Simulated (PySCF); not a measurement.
Isomers of C3H9ClSSi2, mass 167.965 u with the commonest isotopes. The calculation used wB97X-D/def2-SVPD in PySCF (dipole) on a GFN2-xTB geometry, gas phase. One conformer each, none proved a minimum here; rigid rotors.

**Question.** Order these by rotational constant C, smallest first.
A. `[CH3:1][C@@H:2]1[CH2:3][Si@@H:4]([Cl:5])[S:6][SiH2:7]1` with C1–C2–C3–Si4 -173°, C2–C3–Si4–Cl5 -84°, C3–Si4–S6–Si7 -9°, Si4–S6–Si7–C2 -12°
B. `[CH2:1]=[CH:2][CH2:3][SiH2:4][S:5][SiH2:6][Cl:7]` with C1–C2–C3–Si4 112°, C2–C3–Si4–S5 -71°, C3–Si4–S5–Si6 67°, Si4–S5–Si6–Cl7 31°
C. `[CH2:1]=[CH:2][SiH2:3][CH2:4][S:5][SiH2:6][Cl:7]` with C1–C2–Si3–C4 122°, C2–Si3–C4–S5 177°, Si3–C4–S5–Si6 75°, C4–S5–Si6–Cl7 35°
D. `[CH3:1]/[CH:2]=[CH:3]\[SiH2:4][S:5][SiH2:6][Cl:7]` with C2–C3–Si4–S5 102°, C3–Si4–S5–Si6 -58°, Si4–S5–Si6–Cl7 -57°

**Answer.** C (521.4 MHz), D (674.5 MHz), A (698.3 MHz), B (757.6 MHz).

**Question.** Order these by out-of-plane moment Σ m c² = (Ia + Ib − Ic)/2, largest first.
A. `[CH3:1][C@@H:2]1[CH2:3][Si@@H:4]([Cl:5])[S:6][SiH2:7]1` with C1–C2–C3–Si4 -173°, C2–C3–Si4–Cl5 -84°, C3–Si4–S6–Si7 -9°, Si4–S6–Si7–C2 -12°
B. `[CH3:1][S:2][Si@@H:3]([Cl:4])/[CH:5]=[CH:6]\[SiH3:7]` with C1–S2–Si3–Cl4 52°, S2–Si3–C5–C6 174°
C. `[CH2:1]=[CH:2][SiH2:3][CH2:4][S:5][SiH2:6][Cl:7]` with C1–C2–Si3–C4 122°, C2–Si3–C4–S5 177°, Si3–C4–S5–Si6 75°, C4–S5–Si6–Cl7 35°
D. `[CH2:1]=[CH:2][CH2:3][SiH2:4][S:5][SiH2:6][Cl:7]` with C1–C2–C3–Si4 112°, C2–C3–Si4–S5 -71°, C3–Si4–S5–Si6 67°, Si4–S5–Si6–Cl7 31°
E. `[CH3:1]/[CH:2]=[CH:3]\[SiH2:4][S:5][SiH2:6][Cl:7]` with C2–C3–Si4–S5 102°, C3–Si4–S5–Si6 -58°, Si4–S5–Si6–Cl7 -57°

**Answer.** D (107.96 u·Å²), E (76.38 u·Å²), A (54.54 u·Å²), C (50.65 u·Å²), B (37.29 u·Å²).

**Question.** Order these by rotational constant B, largest first.
A. `[CH3:1][S:2][Si@@H:3]([Cl:4])/[CH:5]=[CH:6]\[SiH3:7]` with C1–S2–Si3–Cl4 52°, S2–Si3–C5–C6 174°
B. `[CH2:1]=[CH:2][SiH2:3][CH2:4][S:5][SiH2:6][Cl:7]` with C1–C2–Si3–C4 122°, C2–Si3–C4–S5 177°, Si3–C4–S5–Si6 75°, C4–S5–Si6–Cl7 35°
C. `[CH3:1]/[CH:2]=[CH:3]\[SiH2:4][S:5][SiH2:6][Cl:7]` with C2–C3–Si4–S5 102°, C3–Si4–S5–Si6 -58°, Si4–S5–Si6–Cl7 -57°
D. `[CH2:1]=[CH:2][CH2:3][SiH2:4][S:5][SiH2:6][Cl:7]` with C1–C2–C3–Si4 112°, C2–C3–Si4–S5 -71°, C3–Si4–S5–Si6 67°, Si4–S5–Si6–Cl7 31°
E. `[CH3:1][C@@H:2]1[CH2:3][Si@@H:4]([Cl:5])[S:6][SiH2:7]1` with C1–C2–C3–Si4 -173°, C2–C3–Si4–Cl5 -84°, C3–Si4–S6–Si7 -9°, Si4–S6–Si7–C2 -12°

**Answer.** D (1008 MHz), C (963.6 MHz), E (931.7 MHz), B (647.4 MHz), A (634.4 MHz).

```
                      SMILES  point group  Ia (u·Å²)  Ib (u·Å²)  Ic (u·Å²)      κ  μa (D)  μb (D)  μc (D)
         C=C[SiH2]CS[SiH2]Cl           C1     290.04     780.62     969.36  -0.79    1.22    0.48    0.03
         C=CC[SiH2]S[SiH2]Cl           C1     381.78     501.19     667.07  -0.11    1.09    0.88    0.09
    CS[Si@@H](Cl)/C=C\[SiH3]           C1     228.66     796.57     950.65  -0.88    0.34    0.19    0.65
       C/C=C\[SiH2]S[SiH2]Cl           C1     377.61     524.46     749.32  -0.13    1.63    1.42    0.83
C[C@@H]1C[Si@@H](Cl)S[SiH2]1           C1     290.37     542.42     723.70  -0.55    2.00    1.96    0.63
```
